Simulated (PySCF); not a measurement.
# One molecule, several mistakes: B2H4NO anion

Calculated results; nothing here was measured. The program is PySCF 2.14.0, an open-source quantum chemistry code, run on an isolated molecule that a program drew, which may never have been made. The molecule is B2H4NO anion (charge -1, singlet), drawn as the SMILES string `BNB[O-]`.

Each row is a Hartree-Fock (HF) and frozen-core CCSD(T) single point in the aug-cc-pVDZ basis, meant for a local HF minimum. Run 1 is clean. Each other run has one planted mistake out of seven kinds, and not every kind appears here: one electron removed, one electron added, multiplicity raised by two, geometry at a saddle point, minimal basis STO-3G, one bond length entered in bohr, all coordinates scaled. The reference is restricted for singlets and unrestricted otherwise, and also for a bond in bohr. Adding or removing an electron swaps singlet and doublet. Electrons count all cores. HOMO and LUMO are orbital energies over both spins, the gradient is its largest component, and the lowest frequency (negative if imaginary) is given only where the gradient is small. Bond lengths are over the 7 bonds as drawn. T1 is the CCSD diagnostic: over 0.02 (restricted) or 0.045 (unrestricted) a single reference is doubtful.

Geometry of the clean run:
```xyz
8
B2H4NO anion, angstrom
B    -1.1724   -0.7171   -0.1948
N     0.1651   -0.9440   -0.4831
B     1.1633   -1.8972    0.1812
O     0.9182   -2.6746    1.1532
H    -1.7996    0.0967   -0.8532
H    -1.7399   -1.3004    0.6901
H     0.5495   -0.4112   -1.2369
H     2.2701   -1.7793   -0.4003
```

| run | electrons | basis functions | <S^2> | HOMO (eV) | LUMO (eV) | gradient (hartree/bohr) | lowest frequency (cm^-1) | mean bond (Å) | longest bond (Å) | T1 | HF (hartree) | CCSD(T) (hartree) | mistake |
|---|---|---|---|---|---|---|---|---|---|---|---|---|---|
| 1 | 30 | 128 | 0.000 | -4.49 | 3.49 | 5.1e-06 | 180 | 1.2665 | 1.532 | 0.0194 | -181.14120 | -181.76166 | no fault |
| 2 | 29 | 128 | 0.764 | -12.24 | 0.60 | 1.1e-01 | - | 1.2665 | 1.532 | 0.0289 | -181.08530 | -181.64564 | one electron removed |
| 3 | 30 | 128 | 0.000 | -4.04 | 3.48 | 2.1e-01 | - | 1.1398 | 1.379 | 0.0167 | -181.03827 | -181.63785 | all coordinates scaled |
| 4 | 30 | 24 | 0.000 | 0.45 | 14.49 | 4.9e-02 | - | 1.2665 | 1.532 | 0.0253 | -178.61417 | -178.86022 | ? |
| 5 | 30 | 128 | 2.015 | 0.90 | 3.22 | 1.1e-01 | - | 1.2665 | 1.532 | 0.0390 | -181.04948 | -181.61912 | ? |

**Which mistake was planted in run 4, and what did it cost?**

It has 24 basis functions where the clean run has 128, with the same electrons and geometry. So the mistake is: minimal basis STO-3G. Subtracting run 1 and multiplying by 627.51 kcal/mol a hartree, the energy moved by 1585.7 kcal/mol in HF and 1820.7 kcal/mol in CCSD(T).

**Which mistake was planted in run 5, and what did it cost?**

Electrons, basis and geometry are unchanged, and <S^2> is 2.015, beside S(S+1) = 2.00 for a multiplicity of 3. So the mistake is: multiplicity raised by two. Subtracting run 1 and multiplying by 627.51 kcal/mol a hartree, the energy moved by 57.6 kcal/mol in HF and 89.4 kcal/mol in CCSD(T).

Cautions from the logs. Run 4: T1 is over the limit, so its CCSD(T) energy is less reliable and the HOMO is above zero, so the electron isn't bound and the energy depends on the basis; run 5: the HOMO is above zero, so the electron isn't bound and the energy depends on the basis.
